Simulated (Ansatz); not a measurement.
Start from `C[CH2][Cd][NH2]` and change one atom or group to get `C[CH2][Cd][CH2]C`.

Ansatz, PBE0-D4/def2-TZVP geometries, multiplicity 1. Each molecule was computed in one conformer, which needn't be the lowest.

Elements past krypton have def2 core potentials.

```
                             property  `C[CH2][Cd][NH2]`
  HOMO–LUMO gap (PBE/def2-TZVPP) / eV               4.15
    LUMO energy (PBE/def2-TZVPP) / eV              -0.95
   LUMO energy (PBE0/def2-TZVPP) / eV              -0.19
   HOMO energy (PBE0/def2-TZVPP) / eV              -6.38
 HOMO–LUMO gap (PBE0/def2-TZVPP) / eV               6.19
HOMO–LUMO gap (B3LYP/def2-TZVPP) / eV               5.66
```

Problem. Give the same properties after the change, and the shifts. (An estimate is asked.)

Solution. Ansatz gave: 
```json
{"property": "HOMO–LUMO gap (PBE/def2-TZVPP) / eV", "`C[CH2][Cd][CH2]C`": "4.32", "shift": "0.17"}
{"property": "LUMO energy (PBE/def2-TZVPP) / eV", "`C[CH2][Cd][CH2]C`": "-0.86", "shift": "0.09"}
{"property": "LUMO energy (PBE0/def2-TZVPP) / eV", "`C[CH2][Cd][CH2]C`": "-0.16", "shift": "0.03"}
{"property": "HOMO energy (PBE0/def2-TZVPP) / eV", "`C[CH2][Cd][CH2]C`": "-6.22", "shift": "0.16"}
{"property": "HOMO–LUMO gap (PBE0/def2-TZVPP) / eV", "`C[CH2][Cd][CH2]C`": "6.06", "shift": "-0.13"}
{"property": "HOMO–LUMO gap (B3LYP/def2-TZVPP) / eV", "`C[CH2][Cd][CH2]C`": "5.58", "shift": "-0.08"}
```

B3LYP here is the variant with VWN-RPA as its local correlation; programs differ in this.
